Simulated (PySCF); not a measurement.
Species: C3H11PSi2.
Cartesian coordinates in Å at the PBE0-D3(BJ)/def2-SVP level; atoms count from 1:
```xyz
17
C3H11PSi2 angstrom
C     -0.8095   -1.9923   -0.4834
C     -0.8508   -0.6777    0.2819
Si    -1.1630    0.9996   -0.5776
C      0.0571    1.8597    0.6042
Si     0.7244    0.1237    1.0108
P      2.5284   -0.5181   -0.2031
H     -1.7870   -2.2404   -0.9281
H     -0.0798   -1.9556   -1.3082
H     -0.5221   -2.8361    0.1643
H     -1.5791   -0.7336    1.1149
H     -2.5713    1.5075   -0.5707
H     -0.6638    0.9939   -1.9888
H      0.7520    2.6053    0.1939
H     -0.4642    2.3030    1.4698
H      1.0273   -0.1597    2.4504
H      3.3125    0.6071    0.2012
H      2.0540    0.1254   -1.3891
```

The closed-shell ground state was solved at several levels (PySCF, density fitting, gas phase, non-relativistic).

```
         level  basis functions  HOMO (eV)  LUMO (eV)  gap (eV)  dipole (D)
 PBE0/pcSseg-1              178      -7.24       0.05      7.29        1.23
B3LYP/pcSseg-1              178      -7.01      -0.11      6.90        1.15
```

Estimate the row for CAM-B3LYP/def2-SVPD, a basis of 220 functions; the other rows only guide the guess.

HOMO -8.44 eV, LUMO 0.85 eV, gap 9.29 eV, dipole 1.04 D.

Over all these levels, which gives the widest orbital gap and which the narrowest?

CAM-B3LYP/def2-SVPD (range-separated hybrid) has the widest, 9.29 eV, and B3LYP/pcSseg-1 (global hybrid, 20 % exact exchange) the narrowest, 6.90 eV. Functional and basis both differ between the two, so the spread mixes both effects.

How far do the dipole and the HOMO energy spread over the levels?

The dipole runs from 1.04 to 1.23 D (mean 1.14 D) and the HOMO from -8.44 to -7.01 eV.

One conformer stands for the species.
